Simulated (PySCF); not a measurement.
Point-charge models of `o1c(F)cpc1[SiH3]` against its computed dipole.

Coordinates (GFN2-xTB, Å) and charges (e) from the PBE0/pcSseg-1 density (PySCF):

| atom | x | y | z | Mulliken | IAO | Hirshfeld | ESP-fitted |
| --- | --- | --- | --- | --- | --- | --- | --- |
| F1 | 2.372 | 1.876 | -0.212 | -0.2394 | -0.2372 | -0.0676 | -0.1401 |
| C2 | 1.652 | 0.757 | -0.154 | +0.5716 | +0.4655 | +0.1540 | +0.2586 |
| C3 | 2.107 | -0.515 | -0.200 | -0.5240 | -0.4801 | -0.1624 | -0.2051 |
| P4 | 0.731 | -1.618 | -0.088 | +0.4343 | +0.3337 | +0.0691 | -0.0666 |
| C5 | -0.305 | -0.245 | 0.011 | -0.4084 | -0.3560 | -0.0975 | -0.1061 |
| Si6 | -2.180 | -0.125 | 0.201 | +0.5747 | +0.6200 | +0.3076 | +0.4015 |
| O7 | 0.348 | 0.941 | -0.038 | -0.3287 | -0.2074 | -0.0532 | -0.0710 |
| H8 | 3.141 | -0.786 | -0.289 | +0.1439 | +0.1878 | +0.0577 | +0.1731 |
| H9 | -2.541 | -0.534 | 1.560 | -0.0728 | -0.1137 | -0.0715 | -0.0818 |
| H10 | -2.793 | -1.023 | -0.777 | -0.0755 | -0.1101 | -0.0688 | -0.0766 |
| H11 | -2.528 | 1.273 | -0.040 | -0.0757 | -0.1026 | -0.0672 | -0.0859 |

Question: Form Σ q r in debye for every column and set it beside the full dipole.

Answer: The full density gives (-0.33, -0.27, 0.03) D, 0.43 D in size; dipole vectors point from the negative to the positive end.

```csv
scheme,μx,μy,μz,size (D),share of the full size (%),angle to the full dipole (°)
Mulliken,-2.95,-3.96,0.29,4.94,1160,14
IAO,-2.07,-3.25,0.15,3.85,904,19
Hirshfeld,-0.63,-0.60,0.04,0.88,205,5
ESP-fitted,-0.34,-0.33,0.02,0.47,111,5
```

Question: Which set comes closest?

Answer: Length of the difference vector: ESP-fitted 0.06 D, Hirshfeld 0.45 D, IAO 3.45 D, Mulliken 4.53 D. Closest: ESP-fitted. ESP charges are fitted to the potential around the molecule, whose slowest-falling term is the dipole's. 

Question: What is left for the Hirshfeld atoms' own dipoles?

Answer: The shares of the density sum to the whole, so what Σ q r misses lies in dipoles about the nuclei. The atomic dipoles sum to (-0.33, -0.27, 0.03) − (-0.63, -0.60, 0.04) = (0.30, 0.33, -0.01) D, 0.45 D in size.

Question: With the origin at the mean of the coordinates, (0.000, 0.000, -0.002) Å, which are the largest single terms, by size, of the Mulliken dipole along the direction of the full one?

Answer: Si6 +4.92, C2 -4.85, F1 +3.49, C3 +3.33, O7 +1.36 D; all 11 atoms together +4.79 D. The single terms depend on the origin, their sum doesn't.

Question: Give the size of the full dipole in other units.

Answer: 0.43 D = 0.168 au = 0.089 e·Å = 1.42 × 10⁻³⁰ C·m.

Isolated species at its GFN2-xTB geometry, gas phase. GFN2-xTB frequencies show an imaginary mode (52i cm⁻¹), so this geometry is no minimum at that level.

The run behind these numbers computed NMR shieldings as well. Cost: about 60 s of CPU time on one thread (with the writing of density and orbital grids); the machine was shared, so the figure is rough.
